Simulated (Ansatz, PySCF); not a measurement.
Species: C₃H₇N, charge 0, singlet. C3H7N (SMILES C1C(C1)N).
B3LYP-D3(BJ)/def2-TZVP minimum from Ansatz (a quantum-chemistry and plane-wave program):
```xyz
11

C     -0.8497    -0.8470     0.0764
C     -1.0015     0.6153    -0.2526
C      0.2265     0.1266     0.4582
N      1.4480     0.0820    -0.3035
H     -0.6250    -1.5170    -0.7419
H     -1.4652    -1.2665     0.8604
H     -1.7210     1.1983     0.3059
H     -0.8762     0.9048    -1.2868
H      0.2917     0.3716     1.5171
H      1.9213     0.9779    -0.2898
H      2.0862    -0.6120     0.0679
```

Total energies in hartree (Ansatz). Radicals and triplets start from unrestricted determinants; spin-orbit coupling is neglected. Cores are frozen in correlated methods. No relativity. Where a partner has so few electrons that a lower coupled-cluster level is exact, that level stands in.

| species | HF/cc-pVTZ | CCSD(T)/cc-pVTZ | HF/cc-pVQZ | CCSD(T)/cc-pVQZ | CCSD(T)/cc-pVDZ | CCSDT(Q)/cc-pVDZ |
|---|---|---|---|---|---|---|
| 1: C3H7N (SMILES C1CC1N) | -172.14922 | -172.93946 | -172.16119 | -172.99240 | -172.75283 | -172.75480 |
| 2: C (triplet) | -37.69157 | -37.78076 | -37.69331 | -37.78654 | -37.76038 | -37.76071 |
| 3: N (quartet) | -54.40069 | -54.51471 | -54.40372 | -54.52482 | -54.47850 | -54.47866 |
| 4: H (doublet) | -0.49981 | -0.49981 | -0.49995 | -0.49995 | -0.49928 | -0.49928 |

### Question
Work out the enthalpy of formation at 298 K (by atomisation, with ideal-gas terms from PySCF's Hessian at B3LYP-D3(BJ)/def2-TZVP and the atoms' measured values of the G2/97 table; no spin-orbit terms) in kcal/mol: take Hartree-Fock from cc-pVQZ, extrapolate the CCSD(T) correlation energy as X^-3 (X = 3, 4), and add CCSDT(Q) - CCSD(T) in cc-pVDZ. The further terms named in the bracket sum to +1.65770 hartree. 1 hartree = 627.51 kcal/mol.

### Answer

Species 1: correlation (64·(-0.83121) - 27·(-0.79024))/37 = -0.86111; step -0.00197; E1 = -172.16119 + (-0.86111) + (-0.00197) = -173.02427
Species 2: correlation (64·(-0.09323) - 27·(-0.08919))/37 = -0.09618; step -0.00033; E2 = -37.69331 + (-0.09618) + (-0.00033) = -37.78982
Species 3: correlation (64·(-0.12110) - 27·(-0.11402))/37 = -0.12627; step -0.00016; E3 = -54.40372 + (-0.12627) + (-0.00016) = -54.53015
Species 4: correlation (64·(0.00000) - 27·(0.00000))/37 = 0.00000; step +0.00000; E4 = -0.49995 + (0.00000) + (+0.00000) = -0.49995
+1·E1 -3·E2 -1·E3 -7·E4 +1.65770 = 0.03269 hartree = 20.5 kcal/mol. Measured: 18.4 kcal/mol, 77.0 kJ/mol (CRC Handbook, as tabulated in the package chemicals); atomic spin-orbit terms, which the calculations lack, would raise the computed values. The composite differs from it by +2.1 kcal/mol; core, relativistic and spin-orbit terms are not in it.
